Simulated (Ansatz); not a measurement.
One geometry of [VO2F2]- (VO2F2⁻), several levels of theory.

```yaml
crystal:
  periodic: [false, false, false]
  atoms:
    - {symbol: V, position_ang: [0.041117, -0.000196, 0.028699]}
    - {symbol: O, position_ang: [0.057185, -0.016181, 1.652928]}
    - {symbol: O, position_ang: [1.571376, 0.008474, -0.516156]}
    - {symbol: F, position_ang: [-0.837997, 1.472262, -0.568254]}
    - {symbol: F, position_ang: [-0.831690, -1.464359, -0.597217]}
basis:
  gaussian: {orbitals: def2-SVPD, initial_orbitals: start.molden}
total_charge: -1
hamiltonian: {xc: pbe0, dispersion: d4}
scf: {omitted_lower_state_checks: [starts]}
output: {orbitals: {seedname: orbitals}}
```

The file start.molden holds the orbitals of an earlier run on this structure, at another level or in another basis.

```sh
$ ansatz run in.yaml --threads 4 --pin off --events-out ev --progress --plain --max-ram 3916MiB
```

It prints (some lines left out):

```
Functional definition: PBE0
1250 factors; their error is unknown
mean field evaluation 1: about -35197.5299 eV, gradient 9.1e0 eV
mean field evaluation 2: about -35197.6531 eV, gradient 7.7e-2 eV
mean field evaluation 4: about -35197.8483 eV, gradient 7.8e-5 eV
mean field -35197.84833636 eV, -1293.4970684028 hartree, gradient 7.8e-5 eV, S^2 0.000000; 0 other end points of the search recorded, 0 dependent functions left out
reference -35197.84836771 eV, -1293.4970695548 hartree; 29, 29 occupied and 97, 97 virtual orbitals, 1250 factors
Total energy: -35197.94304942 eV, -1293.5005490434 hartree
Checks for a lower state left out: starts
```

Run time 2.3 s (4 threads of Arm Neoverse N1 on a shared host).

As the first input, with `gaussian: {orbitals: def2-TZVPD, initial_orbitals: start.molden}`, `hamiltonian: {xc: {name: revPBE}, dispersion: d4}` (abridged; 3.1 s):

```
Functional definition: revPBE
mean field -35222.99845230 eV, -1294.4213181161 hartree, gradient 1.9e-5 eV, S^2 0.000000
Total energy: -35223.32913113 eV, -1294.4334703390 hartree
Checks for a lower state left out: starts
```

The first input with `gaussian: {orbitals: 6-31G}`, `hamiltonian: {xc: hf}` (abridged; 0.6 s):

```
Functional definition: HF
mean field evaluation 16: about -35141.1257 eV, gradient 9.9e-5 eV
mean field -35141.12574222 eV, -1291.4125515162 hartree, gradient 1.9e-5 eV, S^2 0.000000
Total energy: -35141.12574222 eV, -1291.4125515162 hartree
Checks for a lower state left out: starts
```

The first input with `gaussian: {orbitals: def2-TZVPD, initial_orbitals: start.molden}`, `output: {forces: true, orbitals: {seedname: orbitals}}` (abridged; 7.5 s):

```
Functional definition: PBE0
mean field -35212.06448821 eV, -1294.0195023473 hartree, gradient 1.9e-5 eV, S^2 0.000000
Total energy: -35212.15921235 eV, -1294.0229833953 hartree
Atom 0 force     0.834493    -0.003952     0.582541 eV/Å
Atom 1 force    -0.066354     0.012312    -1.262853 eV/Å
Atom 2 force    -1.208367    -0.006304     0.373057 eV/Å
Atom 3 force     0.221019    -0.431489     0.149380 eV/Å
Atom 4 force     0.219209     0.429433     0.157875 eV/Å
Dipole moment:    -0.195659     0.000926    -0.136577 e Å
Checks for a lower state left out: starts
```

The first input with `gaussian: {orbitals: def2-TZVPD, initial_orbitals: start.molden}`, `hamiltonian: {xc: {name: LC-wPBE}}` (abridged; 3.7 s):

```
Functional definition: LC-wPBE
mean field -35216.69166074 eV, -1294.1895478013 hartree, gradient 2.2e-5 eV, S^2 0.000000
Total energy: -35216.69166075 eV, -1294.1895478016 hartree
Checks for a lower state left out: starts
```

As the first input, with `gaussian: {orbitals: def2-TZVPD, initial_orbitals: start.molden}`, `hamiltonian: {xc: pbe, dispersion: d4}` (abridged; 3.1 s):

```
Functional definition: PBE
mean field -35213.73023636 eV, -1294.0807174625 hartree, gradient 2.5e-5 eV, S^2 0.000000
Total energy: -35213.84347637 eV, -1294.0848789563 hartree
Checks for a lower state left out: starts
```

The first input with `gaussian: {orbitals: def2-TZVPD, initial_orbitals: start.molden}`, `hamiltonian: {xc: lda}` (abridged; 1.7 s):

```
Functional definition: SPW92
mean field -35107.95876262 eV, -1290.1936874972 hartree, gradient 1.9e-5 eV, S^2 0.000000
Total energy: -35107.95881334 eV, -1290.1936893611 hartree
Checks for a lower state left out: starts
```

Geometry: PBE-D4/def2-SVPD.

The 6-31G sets use Cartesian d functions. LC-ωPBE has ω = 0.4 bohr⁻¹. The restricted singlet is unstable towards broken spin symmetry in Hartree–Fock (as tested in another run); at PBE0-D4/def2-SVPD, revPBE-D4/def2-TZVPD, HF/6-31G, PBE0-D4/def2-TZVPD and others this wasn't settled.
